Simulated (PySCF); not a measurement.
HfN: frontier orbitals

PBE0 at R = 1.704 Å; PySCF, scalar-relativistic core potentials, basis sets Hf cc-pVDZ-PP with ECP60, N cc-pVDZ. State: ²Σ⁺ (doublet), unpaired electrons σ ↑. Only the outer orbitals are listed, counted within each symmetry, core potentials removing the inner ones.

```csv
spin,orbital,occ.,ε (eV),on Hf (%),main shells (%)
α,3σ,1,-37.23,95,95 Hf p
α,1π,1,-37.21,100,100 Hf p
α,1π,1,-37.21,100,100 Hf p
α,4σ,1,-17.24,26,"73 N s, 12 Hf d"
α,2π,1,-6.75,45,"55 N p, 41 Hf d"
α,2π,1,-6.75,45,"55 N p, 41 Hf d"
α,5σ,1,-6.16,40,"52 N p, 30 Hf d"
α,6σ,1,-5.70,99,"78 Hf s, 13 Hf d"
α,1δ,0,-1.99,100,100 Hf d
α,1δ,0,-1.99,100,100 Hf d
α,3π,0,-1.59,97,"80 Hf p, 17 Hf d"
β,1π,1,-36.97,100,100 Hf p
β,1π,1,-36.97,100,100 Hf p
β,3σ,1,-36.93,94,94 Hf p
β,4σ,1,-17.40,26,"74 N s, 11 Hf d"
β,2π,1,-6.77,41,"59 N p, 36 Hf d"
β,2π,1,-6.77,41,"59 N p, 36 Hf d"
β,5σ,1,-6.21,36,"57 N p, 25 Hf d"
β,6σ,0,-3.20,100,"82 Hf s, 12 Hf d"
β,1δ,0,-1.25,100,100 Hf d
β,1δ,0,-1.25,100,100 Hf d
```

Which are the highest filled and the lowest empty level, where do they sit, and how wide is the gap?

Highest filled α 6σ at -5.70 eV (in %: 78 Hf s, 13 Hf d); lowest empty β 6σ at -3.20 eV (in %: 82 Hf s, 12 Hf d); the gap at PBE0 is 2.50 eV.

- bond order (Mayer): 3.38
- ⟨S²⟩: 0.759
- charge on Hf (Mulliken, basis-dependent): 0.15
- charge on Hf (Löwdin, basis-dependent): 0.30
- dipole moment (positive dipole means Hf(−)N(+)): -5.36 D
- polarisability along the bond: 81.2 bohr³
- polarisability across the bond: 86.3 bohr³

Spin–orbit coupling is left out. With d or f electrons several states lie close, and the lowest PBE0 determinant need not be the measured ground state.
